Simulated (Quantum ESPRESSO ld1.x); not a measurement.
Values are calculated unless marked as measured or tabulated.
Task: Mo II, 41 electrons, occupied as [Kr] 4d2 5s2 5p1 (not the ground configuration). Level of theory: Dirac Kohn-Sham, LDA (Slater exchange, Perdew-Zunger correlation), spin-unpolarised, spherical densities, point nucleus; open shells are shared between the two j in proportion to 2j + 1 (ld1.x of Quantum ESPRESSO 7.5).

Spin-orbit splittings of the eigenvalues, e(l+1/2) - e(l-1/2), with zeta = 2 splitting/(2l+1) and mean radii in bohr:

| shell | occ. | splitting (eV) | zeta (eV) | <r> j=l-1/2 | <r> j=l+1/2 |
|---|---|---|---|---|---|
| 2p | 6 | ? | ? | 0.1308 | 0.1354 |
| 3p | 6 | 17.54 | 11.70 | 0.4238 | 0.4344 |
| 3d | 10 | 3.327 | 1.331 | 0.4133 | 0.4168 |
| 4p | 6 | 2.665 | 1.777 | 1.186 | 1.214 |
| 4d | 2 | 0.2923 | 0.1169 | 1.617 | 1.631 |
| 5p | 1 | 0.3010 | 0.2007 | 3.434 | 3.510 |

Estimate the 2p splitting.

Result: 106.4 eV (zeta = 70.91 eV).
